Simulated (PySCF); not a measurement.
# Peak assignment

Cartesian coordinates in Å; atom numbers follow the order of the lines, from 1:
```xyz
22

C    -0.8467   -1.4604   -1.6464
C    -0.8877   -1.2454   -0.1341
O    -2.2210   -0.9813    0.2285
C     0.0351   -0.0825    0.2215
N    -0.3559    1.1019    0.3597
Si   -1.8714    1.8956    0.1908
C     1.4606   -0.4244    0.3813
C     2.2830    0.3702    1.3690
C     2.4878    0.5809   -0.0861
H    -1.5192   -2.2699   -1.9180
H     0.1627   -1.7019   -1.9676
H    -1.1763   -0.5510   -2.1417
H    -0.5313   -2.1546    0.3791
H    -2.2670   -0.8193    1.1761
H    -1.4230    3.2508   -0.1458
H    -2.4975    1.8650    1.5174
H    -2.8189    1.4476   -0.8276
H     1.6997   -1.4740    0.2631
H     3.0354   -0.1574    1.9353
H     1.7572    1.1373    1.9157
H     2.0983    1.4890   -0.5191
H     3.3855    0.2032   -0.5518
```

PySCF 2.14 calculation with geometry from GFN2-xTB and NMR shieldings at PBE0/pcSseg-1/GIAO; relativity neglected, a single conformation, isolated molecule, equivalent nuclei averaged.

Shifts are taken against calculated references (same method and geometry level): ¹³C (σref 186.93) and ¹H (σref 31.72) vs TMS.

**Question.** Assign these signals to the numbered atoms. ¹³C{¹H} NMR (computed): δ 198.8, 80.3, 22.1, 20.2, 16.4, 15.5.

**Answer.** 
| δ (ppm) | atoms | environment | reason |
| --- | --- | --- | --- |
| 198.8 | C4 | C=N carbon | – |
| 80.3 | C2 | sp3 CH bonded to O | pulled downfield by the heteroatom |
| 22.1 | C1 | methyl carbon | saturated and bonded to C and H only |
| 20.2 | C7 | three-membered-ring carbon | carbons of three-membered rings are unusually shielded |
| 16.4 | C9 | three-membered-ring carbon | – |
| 15.5 | C8 | three-membered-ring carbon | – |

C1 and C7; C9 and C8 lie closer than the usual error of such a calculation, so a measured spectrum could show them in the other order.

**Question.** Assign these signals to the numbered atoms. ¹H NMR (600 MHz, computed): δ 5.17 (s, 3H), 4.62 (q, 1H), 1.46 (d, 3H), 1.34 (m, 1H), 1.11 (m, 1H), 1.02 (m, 1H), 0.99 (br s, 1H), 0.82 (m, 1H), 0.82 (m, 1H).

**Answer.** 
| δ (ppm) | atoms | environment | reason |
| --- | --- | --- | --- |
| 5.17 | H15/H16/H17 | hydrogen on a silicon bonded to N | – |
| 4.62 | H13 | hydrogen on an sp3 CH bonded to O | its carbon carries O, an electronegative neighbour |
| 1.46 | H10/H11/H12 | hydrogen on a methyl carbon | – |
| 1.34 | H18 | hydrogen on a three-membered-ring carbon | cyclopropane-type protons are shielded by the ring |
| 1.11 | H20 | hydrogen on a three-membered-ring carbon | – |
| 1.02 | H21 | hydrogen on a three-membered-ring carbon | – |
| 0.99 | H14 | hydrogen on an alcohol oxygen | exchangeable; this is the value without hydrogen bonding to other molecules |
| 0.82 | H22 | hydrogen on a three-membered-ring carbon | cyclopropane-type protons are shielded by the ring |
| 0.82 | H19 | hydrogen on a three-membered-ring carbon | – |

H10/H11/H12 and H18; H20 and H21; H21 and H14; H22 and H19 lie closer than the usual error of such a calculation, so a measured spectrum could show them in the other order.

OH/NH shifts are gas-phase values; hydrogen bonding in solution moves them, usually downfield. Shifts are as computed. Against solution values, carbons near 30 ppm lie about +3 ppm off and those near 130 ppm about +5 ppm. Of 1309 compounds with measured shifts, 239 miss one by over three times the rms of a fit or turn the order of signals round; such compounds aren't used in these exercises. Multiplicities follow the n + 1 count of equivalent neighbours, as no J values were calculated; m marks all less simple cases, F and P coupling included.
